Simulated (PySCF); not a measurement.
**Antimony: a sound run and one with changed settings**

Sound run: Sb²⁺ [Kr] 4d10 5s2 5p1, Sb³⁺ [Kr] 4d10 5s2. All numbers are calculated (PySCF 2.14, the spin-free X2C one-electron Hamiltonian (Gaussian nucleus), in x2c-TZVPall (8s6p4d2f, 60 functions)). In the sound run the correlated levels freeze [Kr] 4d10. The sound run starts from symmetry-adapted Hartree-Fock orbitals and uses a fine grid where one is needed.

A second run was set up differently.

```json
{"species": "Sb²⁺", "method": "MP2", "sound run (hartree)": "-6477.08211", "changed run (hartree)": "-6477.42654", "converged": "yes"}
{"species": "Sb³⁺", "method": "MP2", "sound run (hartree)": "-6476.18905", "changed run (hartree)": "-6476.52544", "converged": "yes"}
```

Ionisation energy of Sb²⁺:

```json
{"method": "UHF", "sound run (eV)": "24.098", "changed run (eV)": "24.098"}
{"method": "MP2", "sound run (eV)": "24.301", "changed run (eV)": "24.520"}
{"method": "SCS-MP2", "sound run (eV)": "24.290", "changed run (eV)": "24.438"}
```

Question: What was changed?
A. basis contracted for another Hamiltonian
B. too few SCF iterations
C. minimal basis
D. all electrons correlated in a valence basis

Answer: D. A valence basis has no tight correlating functions, so it recovers only part of the core correlation, and not evenly between atom and ion.
